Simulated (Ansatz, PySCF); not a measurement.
CH7ClOSi2, SMILES C[SiH2][Si@@H](O)Cl.

Coordinates come from a ωB97X-D3(BJ)/def2-SVP optimisation. The structure was generated by enumeration; whether it is a known compound was not checked. One conformer was computed; it need not be the lowest.

Vertical ionisation energy (IE) and electron affinity (EA) in eV. Rows of orbital energies are one-electron estimates. Where ΔSCF, EOM or ADC give a negative EA the extra electron is unbound and the value depends on the basis.

| level | IE | EA |
|---|---|---|
| −ε(HOMO), −ε(LUMO), M06-2X/def2-TZVP (PySCF) | 9.00 | -0.53 |
| −ε(HOMO), −ε(LUMO), PBE/def2-TZVP (PySCF) | (withheld) | (withheld) |
| ΔSCF, CAM-B3LYP/def2-TZVPD (Ansatz), final states of multiplicity 2 and 2 | 10.01 | -0.78 |
| ΔSCF, PBE/def2-TZVPD (Ansatz), final states of multiplicity 2 and 2 | 9.45 | -0.46 |

What belongs in the gaps? (An estimate is asked for; the answer gives what the named calculation found.)


- −ε(HOMO), −ε(LUMO), PBE/def2-TZVP (PySCF), IE: 6.69
- −ε(HOMO), −ε(LUMO), PBE/def2-TZVP (PySCF), EA: 1.09

What vertical singlet–triplet gap does ΔSCF give with CAM-B3LYP/def2-TZVPD (Ansatz, a quantum-chemistry and plane-wave program) and with PBE/def2-TZVPD (Ansatz)? (An estimate is asked for; the answer gives what the named calculation found.)

5.95 and 5.23 eV (triplet above singlet where positive).
